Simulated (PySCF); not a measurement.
Molecule: SMILES COCc1cccs1, C6H8OS.

Bonds (- single, = double, # triple, : aromatic): C1-O2, O2-C3, C3-C4, C4:C5, C5:C6, C6:C7, C7:S8, S8:C4. C1 carries H9, H10, H11; C3 carries H12, H13; C5 carries H14; C6 carries H15; C7 carries H16.

Frames of a GFN2-xTB Langevin trajectory at 400 K; GIAO PBE0/pcSseg-1 shieldings in PySCF 2.14.0 with density-fitted response routines, gas phase, non-relativistic; equivalent atoms averaged within each frame.

Chemical shifts δ = σref − σ; ¹³C (σ = 186.93 ppm) and ¹H (σ = 31.72 ppm) against TMS; ¹⁷O (σ = 336.08 ppm) against H2O; ³³S (σ = 503.73 ppm) vs CS2, all at this level. The references are static minima.

**Question.** How do the shifts (ppm) fluctuate along the trajectory?

**Answer.** 
```csv
time (fs),C4,C6,C5,C7,C3,C1,O2,S8,H14,H16
optimised geometry,152.0,132.8,132.7,132.9,71.0,58.0,46.5,246,7.42,7.08
250,150.9,146.6,138.1,136.9,67.7,61.4,26.8,217,8.24,7.67
425,153.9,144.1,145.4,133.6,85.7,61.3,65.3,209,8.07,6.00
625,163.0,130.6,137.6,122.9,66.2,58.9,2.0,240,7.37,6.43
800,144.9,140.0,133.2,131.8,76.5,52.4,63.4,208,6.91,7.01
1000,150.1,132.9,147.4,128.8,69.2,62.8,56.9,252,8.65,8.08
mean of frames,152.5,138.8,140.4,130.8,73.0,59.4,42.9,225,7.85,7.04
standard deviation,6.7,7.0,5.9,5.3,8.1,4.1,27.6,20,0.70,0.86
```

5 frames give an uncertainty of the mean of about the standard deviation over 2.2 at best, since frames this close in time may not be independent; classical motion lacks zero-point vibration, and the reference would need the same averaging.
